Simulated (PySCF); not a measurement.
Input of a run (PBE0-D3(BJ)/def2-SVP geometry optimisation, gas phase, def2 core potentials past Kr (PySCF 2.14.0)), started from GFN2-xTB:
```
{"job": {"xc": "PBE0", "basis": "def2-SVP", "d3": "d3bj", "grid": 1, "maxiter": 30, "shake": 0.03, "kind": "geom"}, "charge": 0, "multiplicity": 1}
W     -0.518200    -0.071620    -0.395450
N     -0.686470     0.006200     1.374080
C     -0.426660     0.019350     2.741040
H      0.429290     0.848630     3.002890
H     -1.281230     0.141520     3.341270
H      0.090350    -0.906750     3.062730
N      1.102570    -0.028080    -1.095230
C      2.527380    -0.027470    -1.294640
H      2.737000    -0.124100    -2.284350
H      2.931970     0.874210    -0.872900
H      2.907710    -0.898300    -0.715700
N     -1.443890     1.701970    -1.037250
H     -1.264080     2.272740    -1.905870
H     -2.184130     2.269540    -0.508940
N     -1.519290    -1.707060    -1.030490
H     -2.194000    -2.167180    -0.470970
H     -1.236860    -2.204190    -1.849970
```

Output (energies in Eh, forces in Eh/bohr):
```
step   0  E = -367.82385007  max force = 0.084806
step   1  E = -367.85282357  max force = 0.038078
step   2  E = -367.85648843  max force = 0.022235
step   3  E = -367.85808163  max force = 0.005498
step   4  E = -367.85821234  max force = 0.003007
step   5  E = -367.85824354  max force = 0.000931
step   6  E = -367.85825462  max force = 0.000474
step   7  E = -367.85825951  max force = 0.000362
optimisation converged
```

Summarise the run.

The energy falls by 90.3 kJ/mol over 8 energy and gradient evaluations, the largest force component goes from 0.0848 to 3.6e-04 Eh/bohr, and the atoms move by 0.090 Å rms after alignment. The bond that changes most is W1–N12 (ends: tungsten bonded to 4 N; nitrogen bonded to W and 2 H), which shortens by 0.131 Å. Bonds longer at the end by more than 0.005 Å: 6 of 16; shorter: 9. Among the angles that change most is H4–C3–H6, from 100.3° to 107.5°. The energy never rose by more than 1e-6 Eh on the way. The first step brought 84 % of the lowering.

What are the final bond lengths?

W1–N2 1.762 Å, W1–N7 1.761 Å, W1–N12 1.970 Å, W1–N15 1.969 Å, N2–C3 1.418 Å, C3–H4 1.105 Å, C3–H5 1.105 Å, C3–H6 1.105 Å, N7–C8 1.417 Å, C8–H9 1.105 Å, C8–H10 1.105 Å, C8–H11 1.105 Å, N12–H13 1.015 Å, N12–H14 1.014 Å, N15–H16 1.014 Å, N15–H17 1.015 Å. Numbering counts from 1 in the input's order; the species is W(NMe)2(NH2)2 (`C[N]=[W]([NH2])([NH2])=[N]C`).

The run used 166 basis functions and 66 SCF cycles in all. Hardware: an Arm Neoverse V1 with one thread, on a shared host. Cost: 2.4 min of wall time, 0.67 GiB resident at most.

Not checked by PBE0-D3(BJ)/def2-SVP frequencies.
